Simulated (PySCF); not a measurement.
**Sb (antimony, neutral) across methods**

[Kr] 4d10 5s1 5p4, high-spin 4P determinant (an excited configuration). Calculation: PySCF 2.14, in aug-cc-pVDZ-PP with ECP28MDF (5s4p3d, 32 functions); a scalar-relativistic core potential.

| method | E (hartree) | mean ε 5s α (eV) | mean ε 5p α (eV) | mean ε 5p β (eV) | Σ⟨r²⟩ (bohr²) | ⟨S²⟩ |
| --- | --- | --- | --- | --- | --- | --- |
| LDA | -239.5283 | -14.701 | -6.178 | -4.467 | 61.45 | 3.754 |
| PBE0 | -239.9250 | -16.401 | -7.228 | -4.953 | 61.46 | 3.758 |
| BLYP | -239.8591 | -14.263 | -5.807 | -4.319 | 61.86 | 3.754 |
| M06 | -239.9627 | -15.820 | -6.924 | -5.063 | 61.61 | 3.754 |
| PBE | -239.9054 | -14.507 | -6.104 | -4.323 | 61.55 | 3.755 |
| UHF | -238.99892 | -21.509 | -10.145 | -5.648 | 63.64 | 3.797 |
| M06-L | -240.0675 | -14.705 | -6.102 | -4.261 | 61.66 | 3.758 |
| r2SCAN0 | -239.9923 | -17.038 | -7.551 | -4.945 | 61.43 | 3.768 |
| r2SCAN | -240.0169 | -15.355 | -6.546 | -4.336 | 61.32 | 3.765 |

Energies and moments cover only the electrons outside the core potential.
